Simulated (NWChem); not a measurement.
CH₃ClMoOS; SMILES [CH3][Mo](=[O])(=[S])[Cl]

Not confirmed as a minimum by frequencies. def2 effective core potentials on Mo; no spin-orbit coupling.

Q: Give the equilibrium geometry at PBE-D3(BJ)/def2-SVP with def2 effective core potentials on Mo (NWChem) as a list of bonds and angles, with the point group.

A: point group C1; any orientation.
Bonded distances (Å): Mo1–O2 1.687, Mo1–S3 2.128, Mo1–Cl4 2.274, Mo1–C5 2.094, C5–H6 1.108, C5–H7 1.110, C5–H8 1.112. Bond angles (°): O2–Mo1–S3 108.9, O2–Mo1–Cl4 113.8, O2–Mo1–C5 104.4, S3–Mo1–Cl4 113.2, S3–Mo1–C5 104.5, Cl4–Mo1–C5 111.2, Mo1–C5–H6 112.2, Mo1–C5–H7 108.7, Mo1–C5–H8 106.7, H6–C5–H7 109.4, H6–C5–H8 109.2, H7–C5–H8 110.7.
